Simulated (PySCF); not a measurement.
Ge(F)(Cl)2(OH) (Cl2FGeHO), SMILES [OH][Ge]([F])([Cl])[Cl].

Coordinates come from a B3LYP-D3(BJ)/def2-SVP optimisation. This is a generated structure with no PubChem entry under its InChIKey; it may be hypothetical. The values are those of a single conformer.

Two levels are set side by side: TDDFT-PBE/def2-SVPD (PySCF) and TDDFT-PBE0/def2-SVPD (PySCF). Vertical, same geometry. The lowest singlet is HOMO→LUMO 96 % with PBE and HOMO→LUMO 97 % with the other functional; states are paired by order. Differences are taken from unrounded values.

| quantity | TDDFT-PBE |
|---|---|
| lowest singlet excitation (eV) | 5.52 |
| lowest triplet excitation (TDA) (eV) | 5.18 |
| first bright state (f over 0.05) (eV) | 6.89 |
| its oscillator strength | 0.06 |

**Question.** These are the TDDFT-PBE values. What does TDDFT-PBE0 give? (The exact figures need the calculation; the answer reports its results.)

**Answer.** 
```
quantity                               TDDFT-PBE0  TDDFT-PBE minus TDDFT-PBE0
-------------------------------------  ----------  --------------------------
lowest singlet excitation (eV)               6.40                       -0.88
lowest triplet excitation (TDA) (eV)         5.90                       -0.72
first bright state (f over 0.05) (eV)        8.01                       -1.12
its oscillator strength                      0.12                       -0.06
```

A lower first singlet is the usual sign of a functional without exact exchange. Differences between two approximate levels are no errors against the true value.

Rough cost on one machine, each run with all the roots and properties that it gave: TDDFT-PBE0 against TDDFT-PBE about 5 times.
